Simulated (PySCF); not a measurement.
BeCl2, triplet, geometry from GFN2-xTB (such geometries of metal compounds can be far from the true shape) (a higher spin typed on purpose: for a closed-shell molecule this is an excited state); BLYP/3-21G (PySCF).

PySCF was given this input:
```python
from pyscf import gto, scf, dft

mol = gto.Mole()
mol.atom = '''
    Be    0.85852233   -0.70764012    0.71422992
    Cl    0.82809637    0.31174954   -0.97443787
    Cl   -1.03010162   -0.14524598    0.80638377
'''
mol.basis = '3-21g'
mol.spin = 2
mol.verbose = 4
mol.build()

mf = dft.UKS(mol)
mf.xc = 'blyp'
mf.grids.atom_grid = (30, 110)
mf.kernel()
mf.analyze()
```

What the program printed (banner, timings and long lists left out):

```
PySCF version 2.14.0

[INPUT] verbose = 4
[INPUT] num. atoms = 3
[INPUT] num. electrons = 38
[INPUT] charge = 0
[INPUT] spin (= nelec alpha-beta = 2S) = 2
[INPUT] symmetry False subgroup None
[INPUT] Mole.unit = angstrom
[INPUT] Symbol           X                Y                Z      unit          X                Y                Z       unit  Magmom
[INPUT]  1 Be     0.858522330000  -0.707640120000   0.714229920000 AA    1.622372075523  -1.337246021554   1.349698938770 Bohr   0.0
[INPUT]  2 Cl     0.828096370000   0.311749540000  -0.974437870000 AA    1.564875344046   0.589121250059  -1.841420699705 Bohr   0.0
[INPUT]  3 Cl    -1.030101620000  -0.145245980000   0.806383770000 AA   -1.946609942271  -0.274475122894   1.523844476594 Bohr   0.0

nuclear repulsion = 94.9861356026036
number of shells = 19
number of NR pGTOs = 69
number of NR cGTOs = 35
basis = 3-21g
ecp = {}

******** <class 'pyscf.dft.uks.UKS'> ********
method = UKS
initial guess = minao
damping factor = 0
level_shift factor = 0
DIIS = <class 'pyscf.scf.diis.CDIIS'>
diis_start_cycle = 1
diis_space = 8
diis_damp = 0
SCF conv_tol = 1e-09
SCF conv_tol_grad = None
SCF max_cycles = 50
direct_scf = True
direct_scf_tol = 1e-13
number electrons alpha = 20  beta = 18
XC library pyscf.dft.libxc version 7.1.2
    S. Lehtola, C. Steigemann, M. J. T. Oliveira, and M. A. L. Marques,  SoftwareX 7, 1–5 (2018)
XC functionals = blyp
    A. D. Becke,  Phys. Rev. A 38, 3098 (1988)
    C. Lee, W. Yang, and R. G. Parr,  Phys. Rev. B 37, 785 (1988)
    B. Miehlich, A. Savin, H. Stoll, and H. Preuss,  Chem. Phys. Lett. 157, 200 (1989)
radial grids:
    Treutler-Ahlrichs [JCP 102, 346 (1995); DOI:10.1063/1.469408] (M4) radial grids

becke partition: Becke, JCP 88, 2547 (1988); DOI:10.1063/1.454033
pruning grids: <function nwchem_prune>
grids dens level: 3
symmetrized grids: False
atomic radii adjust function: <function treutler_atomic_radii_adjust>
User specified grid scheme (30, 110)
small_rho_cutoff = 0
Set gradient conv threshold to 3.16228e-05
tot grids = 7296
init E= -930.225456358014

cycle= 1 E= -930.575672649489  delta_E= -0.35  |g|= 0.0906  |ddm|=  1.4

cycle= 2 E= -930.574442436051  delta_E= 0.00123  |g|= 0.107  |ddm|= 0.32

cycle= 3 E= -930.582240209835  delta_E= -0.0078  |g|= 0.00419  |ddm|= 0.152

cycle= 4 E= -930.582250186772  delta_E= -9.98e-06  |g|= 0.00228  |ddm|= 0.0118

cycle= 5 E= -930.582246202827  delta_E= 3.98e-06  |g|= 0.00322  |ddm|= 0.0076

cycle= 6 E= -930.582254503821  delta_E= -8.3e-06  |g|= 0.000151  |ddm|= 0.00464

cycle= 7 E= -930.582254524751  delta_E= -2.09e-08  |g|= 2.45e-05  |ddm|= 0.000362

cycle= 8 E= -930.58225452546  delta_E= -7.09e-10  |g|= 1.83e-06  |ddm|= 6.34e-05

Extra cycle  E= -930.582254525462  delta_E= -2.05e-12  |g|= 1.48e-06  |ddm|= 6.2e-06
converged SCF energy = -930.582254525462  <S^2> = 2.0009203  2S+1 = 3.0006134
**** SCF Summaries ****
Total Energy =                        -930.582254525462304
Nuclear Repulsion Energy =              94.986135602603596
One-electron Energy =                -1473.425962285031346
Two-electron Energy =                  447.857572156965603
Two-electron Coulomb Energy =          507.063548243337834
DFT Exchange-Correlation Energy =      -59.205976086372210
**** MO energy ****
                             alpha | beta                alpha | beta
MO #1   energy= -100.072098425355  | -100.068391050483  occ= 1 | 1
MO #2   energy= -100.071971530815  | -100.068268327701  occ= 1 | 1
MO #3   energy= -9.14792320066612  | -9.14456129408355  occ= 1 | 1
MO #4   energy= -9.14783713171375  | -9.14446490018663  occ= 1 | 1
MO #5   energy= -6.99374120568281  | -6.98541366660726  occ= 1 | 1
MO #6   energy= -6.99340444662468  | -6.984983970406    occ= 1 | 1
MO #7   energy= -6.98491695056685  | -6.98178230624324  occ= 1 | 1
MO #8   energy= -6.98474313369556  | -6.98150440131343  occ= 1 | 1
MO #9   energy= -6.98068935749162  | -6.97851105420152  occ= 1 | 1
MO #10  energy= -6.98056531546808  | -6.97838955973379  occ= 1 | 1
MO #11  energy= -3.90684767456524  | -3.89905091932083  occ= 1 | 1
MO #12  energy= -0.813944120551819 | -0.794632328550191 occ= 1 | 1
MO #13  energy= -0.761352303596092 | -0.741081285456844 occ= 1 | 1
MO #14  energy= -0.425332197495016 | -0.406767289823343 occ= 1 | 1
MO #15  energy= -0.369950647206644 | -0.346987094326386 occ= 1 | 1
MO #16  energy= -0.349187596007021 | -0.337955254562995 occ= 1 | 1
MO #17  energy= -0.345905703113042 | -0.337005279310445 occ= 1 | 1
MO #18  energy= -0.305169545346897 | -0.296350879342072 occ= 1 | 1
MO #19  energy= -0.290663834302502 | -0.25368695624131  occ= 1 | 0
MO #20  energy= -0.157423657990625 | -0.0826480944632789 occ= 1 | 0
MO #21  energy= -0.0578014763534613 | -0.0256195663706761 occ= 0 | 0
MO #22  energy= 0.0119851456177152 | 0.0407349703191908 occ= 0 | 0
MO #23  energy= 0.0695934042968213 | 0.0912182455341712 occ= 0 | 0
MO #24  energy= 0.230598066544318  | 0.249063700484529  occ= 0 | 0
MO #25  energy= 0.233880363773055  | 0.253342637850935  occ= 0 | 0
MO #26  energy= 0.237414051031285  | 0.260734298716846  occ= 0 | 0
MO #27  energy= 0.362774688731258  | 0.394244175799471  occ= 0 | 0
MO #28  energy= 0.477501103895312  | 0.490327093772674  occ= 0 | 0

To work with the spin densities directly, `use mulliken_meta_spin()` only printing them here.

 ** Mulliken spin pop alpha/beta on meta-lowdin orthogonal AOs **
 ** Mulliken Spin Density (per AO)  **
spin_pop of  0 Be 1s        0.00010
spin_pop of  0 Be 2s        0.73042
spin_pop of  0 Be 3s        0.00961
spin_pop of  0 Be 2px       0.05071
spin_pop of  0 Be 2py       0.03528
spin_pop of  0 Be 2pz       0.03603
spin_pop of  0 Be 3px       0.00382
spin_pop of  0 Be 3py       0.00226
spin_pop of  0 Be 3pz       0.00286
spin_pop of  1 Cl 1s        0.00000
spin_pop of  1 Cl 2s       -0.00000
spin_pop of  1 Cl 3s        0.01752
spin_pop of  1 Cl 4s        0.00903
spin_pop of  1 Cl 2px       0.00003
spin_pop of  1 Cl 2py       0.00000
spin_pop of  1 Cl 2pz       0.00001
spin_pop of  1 Cl 3px       0.38995
spin_pop of  1 Cl 3py       0.01044
spin_pop of  1 Cl 3pz       0.13262
spin_pop of  1 Cl 4px       0.00026
spin_pop of  1 Cl 4py       0.00099
spin_pop of  1 Cl 4pz       0.00340
spin_pop of  2 Cl 1s        0.00000
spin_pop of  2 Cl 2s       -0.00000
spin_pop of  2 Cl 3s        0.01753
spin_pop of  2 Cl 4s        0.00904
spin_pop of  2 Cl 2px       0.00001
spin_pop of  2 Cl 2py       0.00000
spin_pop of  2 Cl 2pz       0.00002
spin_pop of  2 Cl 3px       0.13662
spin_pop of  2 Cl 3py       0.06177
spin_pop of  2 Cl 3pz       0.33503
spin_pop of  2 Cl 4px       0.00417
spin_pop of  2 Cl 4py       0.00020
spin_pop of  2 Cl 4pz       0.00028
 ** Mulliken Spin Density (per atom)  **
spin density of  0 Be =      0.87108
spin density of  1 Cl =      0.56425
spin density of  2 Cl =      0.56467
 ** Mulliken pop alpha/beta on meta-lowdin orthogonal AOs **
 ** Mulliken pop       alpha | beta **
pop of  0 Be 1s        0.99968 | 0.99958
pop of  0 Be 2s        0.88280 | 0.15238
pop of  0 Be 3s        0.01387 | 0.00426
pop of  0 Be 2px       0.06667 | 0.01596
pop of  0 Be 2py       0.05144 | 0.01616
pop of  0 Be 2pz       0.05310 | 0.01707
pop of  0 Be 3px       0.01259 | 0.00877
pop of  0 Be 3py       0.00574 | 0.00348
pop of  0 Be 3pz       0.01016 | 0.00731
pop of  1 Cl 1s        0.99999 | 0.99999
pop of  1 Cl 2s        0.99962 | 0.99962
pop of  1 Cl 3s        0.99481 | 0.97729
pop of  1 Cl 4s        0.01069 | 0.00165
pop of  1 Cl 2px       0.99988 | 0.99985
pop of  1 Cl 2py       0.99989 | 0.99989
pop of  1 Cl 2pz       0.99986 | 0.99985
pop of  1 Cl 3px       0.99663 | 0.60668
pop of  1 Cl 3py       0.97866 | 0.96822
pop of  1 Cl 3pz       0.96643 | 0.83381
pop of  1 Cl 4px       0.00040 | 0.00014
pop of  1 Cl 4py       0.00132 | 0.00032
pop of  1 Cl 4pz       0.00377 | 0.00037
pop of  2 Cl 1s        0.99999 | 0.99999
pop of  2 Cl 2s        0.99962 | 0.99963
pop of  2 Cl 3s        0.99481 | 0.97728
pop of  2 Cl 4s        0.01069 | 0.00165
pop of  2 Cl 2px       0.99985 | 0.99985
pop of  2 Cl 2py       0.99989 | 0.99989
pop of  2 Cl 2pz       0.99988 | 0.99986
pop of  2 Cl 3px       0.95988 | 0.82326
pop of  2 Cl 3py       0.98612 | 0.92435
pop of  2 Cl 3pz       0.99577 | 0.66074
pop of  2 Cl 4px       0.00456 | 0.00038
pop of  2 Cl 4py       0.00047 | 0.00027
pop of  2 Cl 4pz       0.00045 | 0.00017
In total            20.00000 | 18.00000
 ** Mulliken atomic charges   ( Nelec_alpha | Nelec_beta ) **
charge of  0Be =      0.67898  (     2.09605      1.22497 )
charge of  1Cl =     -0.33964  (     8.95195      8.38769 )
charge of  2Cl =     -0.33934  (     8.95201      8.38734 )
Dipole moment(X, Y, Z, Debye): -0.09432,  0.07670, -0.07738
```
